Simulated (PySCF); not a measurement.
C₂H₇FOSi₂, SMILES C=C[Si@H](F)[SiH2]O.

The structure is a stationary point at ωB97X-D3(BJ)/def2-SVP. The structure was generated by enumeration; whether it is a known compound was not checked. The values are those of a single conformer.

The numbers are results of TDA-M06-2X/def2-SVPD in PySCF, not measurements.

Vertical excitations. 

```json
[
 {"state": "S1", "energy (eV)": "5.63", "λ (nm)": "220", "f": "0.055", "main pairs": "HOMO→LUMO 83 %"},
 {"state": "S2", "energy (eV)": "6.29", "λ (nm)": "197", "f": "0.054", "main pairs": "HOMO→LUMO+1 48 %, HOMO→LUMO+2 15 %, HOMO−1→LUMO 8 %"},
 {"state": "S3", "energy (eV)": "6.66", "λ (nm)": "186", "f": "0.041", "main pairs": "HOMO→LUMO+2 67 %"},
 {"state": "S4", "energy (eV)": "6.93", "λ (nm)": "179", "f": "0.213", "main pairs": "HOMO−1→LUMO 37 %, HOMO→LUMO+1 25 %, HOMO−2→LUMO 9 %, HOMO→LUMO 8 %"},
 {"state": "S5", "energy (eV)": "7.14", "λ (nm)": "174", "f": "0.035", "main pairs": "HOMO−2→LUMO 28 %, HOMO−1→LUMO 25 %, HOMO−1→LUMO+1 13 %, HOMO→LUMO+1 10 %"},
 {"state": "S6", "energy (eV)": "7.31", "λ (nm)": "170", "f": "0.010", "main pairs": "HOMO→LUMO+3 54 %, HOMO−1→LUMO+2 11 %"},
 {"state": "S7", "energy (eV)": "7.39", "λ (nm)": "168", "f": "0.045", "main pairs": "HOMO→LUMO+3 30 %, HOMO−3→LUMO 21 %, HOMO−2→LUMO 17 %, HOMO−2→LUMO+1 8 %"},
 {"state": "S8", "energy (eV)": "7.75", "λ (nm)": "160", "f": "0.078", "main pairs": "HOMO−3→LUMO 36 %, HOMO−2→LUMO+1 12 %, HOMO−3→LUMO+1 11 %, HOMO−2→LUMO+2 9 %"},
 {"state": "S9", "energy (eV)": "7.86", "λ (nm)": "158", "f": "0.041", "main pairs": "HOMO−1→LUMO+2 46 %, HOMO−1→LUMO+3 13 %"},
 {"state": "S10", "energy (eV)": "8.00", "λ (nm)": "155", "f": "0.207", "main pairs": "HOMO→LUMO+4 64 %"},
 {"state": "T1", "energy (eV)": "4.47", "λ (nm)": "278", "f": "0", "main pairs": "HOMO→LUMO 38 %, HOMO−1→LUMO+1 19 %, HOMO→LUMO+1 18 %, HOMO−1→LUMO 13 %"},
 {"state": "T2", "energy (eV)": "5.14", "λ (nm)": "241", "f": "0", "main pairs": "HOMO→LUMO 48 %, HOMO→LUMO+1 20 %, HOMO−1→LUMO 19 %"},
 {"state": "T3", "energy (eV)": "5.87", "λ (nm)": "211", "f": "0", "main pairs": "HOMO→LUMO+2 33 %, HOMO→LUMO+1 26 %, HOMO−1→LUMO 11 %, HOMO−1→LUMO+1 11 %"},
 {"state": "T4", "energy (eV)": "6.09", "λ (nm)": "204", "f": "0", "main pairs": "HOMO→LUMO+2 39 %, HOMO−2→LUMO 11 %, HOMO−1→LUMO+1 8 %, HOMO−2→LUMO+1 6 %"}
]
```
Triplets are in the Tamm–Dancoff approximation.
